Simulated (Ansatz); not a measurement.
## Molecular dynamics of Si

input.yaml

```yaml
crystal:
  lattice:
    - [0.0, 5.43, 5.43]
    - [5.43, 0.0, 5.43]
    - [5.43, 5.43, 0.0]
  atoms:
    - { symbol: Si, position: [-0.03197557, -0.02632615, 0.01464754] }
    - { symbol: Si, position: [0.12187226, 0.09447561, 0.11371023] }
    - { symbol: Si, position: [0.02381685, 0.02615303, 0.47561471] }
    - { symbol: Si, position: [0.15315985, 0.11503959, 0.63644543] }
    - { symbol: Si, position: [0.01967221, 0.51066156, -0.01983214] }
    - { symbol: Si, position: [0.11137188, 0.60622508, 0.16125997] }
    - { symbol: Si, position: [-0.01655132, 0.49803648, 0.52467181] }
    - { symbol: Si, position: [0.13182135, 0.64114021, 0.61774299] }
    - { symbol: Si, position: [0.48726624, 0.00853073, 0.00035921] }
    - { symbol: Si, position: [0.59412595, 0.12197152, 0.14787633] }
    - { symbol: Si, position: [0.50933394, 0.01795744, 0.49875262] }
    - { symbol: Si, position: [0.66955173, 0.1175125, 0.63811596] }
    - { symbol: Si, position: [0.48233816, 0.54482434, -0.04120038] }
    - { symbol: Si, position: [0.61670519, 0.62380176, 0.13229258] }
    - { symbol: Si, position: [0.52087519, 0.48298526, 0.48177086] }
    - { symbol: Si, position: [0.61395503, 0.64762245, 0.5777731] }
    - { symbol: Si, position: [0.87303947, 0.3405233, 0.91356187] }
basis:
  ecutwfc: 420.0
kpoints:
  mp_grid: { grid: [2, 2, 2] }
hamiltonian:
  xc: pbe
  pseudopotentials: { kind: paw, azcp: { folder: soft_1 } }
scf:
  occupations: { method: fermi_dirac, width: 0.05 }
  lower_state_search: "off"
md:
  timestep: 2
  n_steps: 190
  ensemble: nvt_langevin
  temperature: 1260.0
  initial_velocities: maxwell_boltzmann
  seed: 428406
  friction: 0.02
```

Launched with:

```bash
$ ansatz run input.yaml --threads 1 --pin off --max-ram 3072MiB --backend cpu --events-out ev --progress --plain --runs-dir out
```

It goes on from the last frame of an earlier run, with new velocities.

Output, in part (step lines):

```
md step     0: t =     0.00 fs  T =  1185.9 K  F+E_penalty+E_count = -10802.95722809 eV  E_kin = 2.605882 eV  (9 SCF iters)
md step     1: t =     2.00 fs  T =  1292.2 K  F+E_penalty+E_count = -10802.96674600 eV  E_kin = 2.839465 eV  (7 SCF iters)
md step     2: t =     4.00 fs  T =  1304.7 K  F+E_penalty+E_count = -10802.94428430 eV  E_kin = 2.866874 eV  (7 SCF iters)
md step     3: t =     6.00 fs  T =  1271.0 K  F+E_penalty+E_count = -10802.89632741 eV  E_kin = 2.792952 eV  (7 SCF iters)
md step     4: t =     8.00 fs  T =  1225.5 K  F+E_penalty+E_count = -10802.85150886 eV  E_kin = 2.692834 eV  (7 SCF iters)
md step     5: t =    10.00 fs  T =  1247.3 K  F+E_penalty+E_count = -10802.81335744 eV  E_kin = 2.740832 eV  (6 SCF iters)
md step     6: t =    12.00 fs  T =  1263.6 K  F+E_penalty+E_count = -10802.75703693 eV  E_kin = 2.776592 eV  (6 SCF iters)
md step     7: t =    14.00 fs  T =  1349.2 K  F+E_penalty+E_count = -10802.66797081 eV  E_kin = 2.964859 eV  (5 SCF iters)
[... lines left out ...]
md step   190: t =   380.00 fs  T =  1082.7 K  F+E_penalty+E_count = -10800.06131841 eV  E_kin = 2.379116 eV  (7 SCF iters)
```

The steps, from the saved trajectory:

```csv
time (fs),T (K),potential energy less start (eV)
0.0,1186,0.000
12.0,1264,0.200
24.0,1285,1.169
36.0,1045,1.556
48.0,1204,0.910
60.0,1144,0.256
72.0,1136,0.448
84.0,1115,0.696
96.0,861,0.724
108.0,728,0.077
120.0,1260,-0.350
132.0,727,0.396
144.0,783,0.638
156.0,1361,0.066
168.0,783,0.988
180.0,1243,0.715
192.0,1447,0.753
204.0,1030,2.280
216.0,898,2.622
228.0,1391,1.939
240.0,1728,1.333
252.0,1441,1.567
264.0,1377,1.879
276.0,1065,2.053
288.0,987,2.273
300.0,1340,1.987
312.0,1264,1.672
324.0,1071,2.886
336.0,1139,3.029
348.0,1568,1.833
360.0,1209,2.138
372.0,1392,2.831
```

All steps were run. A run of 0.38 ps of so small a system gives no equilibrium averages. Limits of this set-up: coarse k mesh.

Mean squared displacements from the first frame to the last, about the centre of mass: Si 0.52 Å².

Last frame:

```xyz
17
Lattice="0.0000 5.4300 5.4300 5.4300 0.0000 5.4300 5.4300 5.4300 0.0000" Properties=species:S:1:pos:R:3
Si -0.287 0.737 -0.474
Si 1.354 1.637 1.023
Si 3.070 2.495 -0.193
Si 3.529 4.564 0.963
Si 2.748 -0.145 2.072
Si 3.287 1.740 3.507
Si 5.319 2.268 2.604
Si 7.363 3.841 3.584
Si 0.292 3.083 2.510
Si 1.418 4.814 3.767
Si 2.228 5.884 2.094
Si 4.104 7.004 3.273
Si 2.545 3.507 5.155
Si 4.563 4.494 6.168
Si 6.115 5.903 4.342
Si 6.579 7.312 6.188
Si 5.942 9.801 6.795
```

Time of the run: 18 min on 1 thread of AMD EPYC 7R43 64-Core Processor (Zen 3) (shared host), peak memory 0.65 GiB.
